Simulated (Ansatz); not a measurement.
Isomers of Ag$_{2}$F (doublet), relaxed with PBE-D4/def2-TZVP; total energies from Ansatz at CCSD(T)/def2-TZVP.

| isomer | description | energy (Eh) |
| --- | --- | --- |
| A | point group Cs; 1 × Ag–Ag 2.65 Å; 1 × Ag–F 2.00 Å | -392.88270 |
| B | point group C2v; 2 × Ag–F 2.22 Å | -392.89377 |

In the def2 sets Ag takes a core potential; there is no spin–orbit coupling. Correlated methods freeze 1 core orbital; core or outer-core shells of Ag are correlated, in sets that lack core-valence functions.

The isomers come from a short search, and lower ones may exist.

Q: Work out the relative energies (1 Eh = 2625.5 kJ/mol) and the Boltzmann populations at 500 K from electronic energies alone (R = 8.314 J/mol/K).

A: ΔE: A 29.1, B 0.0 kJ/mol. RT = 4.16 kJ/mol. Factors exp(−ΔE/RT): A 0.000916, B 1; sum 1.001. Populations: A 0.1 %, B 99.9 %. Zero-point energy, vibrational entropy and symmetry numbers are left out and can shift these; an error of 4 kJ/mol changes a ratio by a factor of 2.6. Over the other density-functional and correlated levels in def2 sets, the gap between B and A ranges from 18 to 27 kJ/mol.
